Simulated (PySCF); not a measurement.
C₅H₁₂Si, charge +1, doublet, geometry from GFN2-xTB (a state made from the parent by changing its charge; the spin is typed, not shown lowest). Base run: PBE/STO-3G (PySCF).

Input for PySCF:
```python
from pyscf import gto, scf, dft

mol = gto.Mole()
mol.atom = '''
    C     1.987422   -0.713870    1.210396
    C     1.553478    0.027725    0.235496
    Si   -0.406748    0.150745   -0.166539
    C    -0.620981    1.987580   -0.578787
    C    -1.513069   -0.519044    1.212379
    C    -0.224725   -1.095032   -1.632481
    H     3.028145   -0.665924    1.520543
    H     1.386167   -1.394445    1.791944
    H     2.135374    0.667651   -0.404958
    H    -1.651717    2.189070   -0.861952
    H     0.014013    2.298484   -1.406008
    H    -0.394669    2.630309    0.269362
    H    -1.342685    0.000419    2.153166
    H    -2.564369   -0.382113    0.967239
    H    -1.364171   -1.582592    1.387699
    H     0.454943   -0.722566   -2.392297
    H     0.116083   -2.073103   -1.307946
    H    -1.215399   -1.199776   -2.067274
'''
mol.basis = 'sto-3g'
mol.charge = 1
mol.spin = 1
mol.verbose = 4
mol.build()

mf = dft.UKS(mol)
mf.xc = 'pbe'
mf.kernel()
mo_i, mo_e, stable_i, stable_e = mf.stability(internal=True, external=False, return_status=True, nroots=6, tol=1e-6)
print('internally stable:', stable_i, ' externally stable:', stable_e)
if not stable_i:
    umf = mf.copy()
    umf.scf_summary = {}
    umf.kernel(umf.make_rdm1(mo_i, mf.mo_occ))
```

The bond that is stretched is that between atoms 18 and 6. A test that says stable can miss a lower solution.

Each row names what was changed in the base input (with any setting that the change needs).

```
change       ΔE vs base (mEh)  <S^2>                      stability test says
-----------  ----------------  -----  ---------------------------------------
base                    0.000  0.752  internally stable (external not tested)
bond × 1.25            25.795  0.752  internally stable (external not tested)
bond × 1.5             78.015  0.755  internally stable (external not tested)
bond × 1.8              131.2  0.798  internally stable (external not tested)
bond × 2.2              162.4  0.798  internally stable (external not tested)
bond × 3.0              176.7  0.772  internally stable (external not tested)
```

On stretching, the SCF can end on different states; <S^2> shows the spin contamination of each.
